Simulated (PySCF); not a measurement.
Gas-phase reaction: 2 In(CH₃)₃ ⇌ 2 InH₃ + 3 CH₃ + 3 CH, at 1800 K and a standard pressure of 1 bar. Level: M06-2X/def2-TZVP†.

Energies from PySCF, thermal terms from the rigid-rotor harmonic-oscillator model, ideal gas at 1 bar. † marks an energy on the PBE0/def2-TZVP geometry and frequencies. Open shells (unrestricted): CH₃ (multiplicity 2), CH (multiplicity 2, electronic degeneracy 4); the rest are closed-shell singlets. Spin-orbit splitting is ignored; it lowers the true energy and changes the entropy of CH. In: scalar-relativistic def2 core potential, no spin-orbit coupling. Methyl groups turn as free rotors in In(CH₃)₃. InH₃: computed as isolated molecules; such fragments, hydroxides, amides, oligomers or adducts are transient or little studied in the gas. The harmonic model lacks anharmonicity and excited electronic states, which grow with temperature; levels with a mode under 35 cm⁻¹ are left out. Soft modes under 120 cm⁻¹ make the harmonic entropy rough for In(CH₃)₃. Warning, spin contamination: CH (M06-2X/def2-TZVP†).

| species | E (Ha) | H(1800 K) − E (kJ/mol) | S°(1800 K) (J/mol/K) |
|---|---|---|---|
| In(CH₃)₃ | -309.75739 | 610.4 | 705.3 |
| InH₃ | -191.80665 | 158.2 | 344.1 |
| CH₃ | -39.82404 | 175.8 | 290.1 |
| CH | -38.47257 | 73.3 | 238.3 |
E: electronic energy; H − E holds the zero-point and thermal terms. 1 Ha = 2625.5 kJ/mol.

Q: Work out ΔH°, ΔS°, ΔG° and log10 K from these numbers.

A: 1. ΔE = 2×(-191.80665) + 3×(-39.82404) + 3×(-38.47257) − 2×(-309.75739) = 1.01165 Ha = 2656.1 kJ.
2. Δ(H − E) = 2×(158.2) + 3×(175.8) + 3×(73.3) − 2×(610.4) = -157.1 kJ, so ΔH° = 2499.0 kJ.
3. ΔS° = 2×(344.1) + 3×(290.1) + 3×(238.3) − 2×(705.3) = 862.8 J/K; the number of gas molecules changes by +6.
4. ΔG° = ΔH° − TΔS° = 2499.0 − 1800×(862.8)/1000 = 946.0 kJ.
5. log10 K = −ΔG°/(RT ln 10) = -27.45, with RT ln 10 = 34.46 kJ/mol; at standard pressures the reactants are favoured.
6. A shift of 10 kJ in ΔE would move log10 K by 0.29 here.
For scale, ΔH°(298 K) is 2511 kJ at this level, 2468 kJ at ωB97M-V/def2-TZVP†, and runs from 2336 to 2915 kJ over the 11 levels computed.
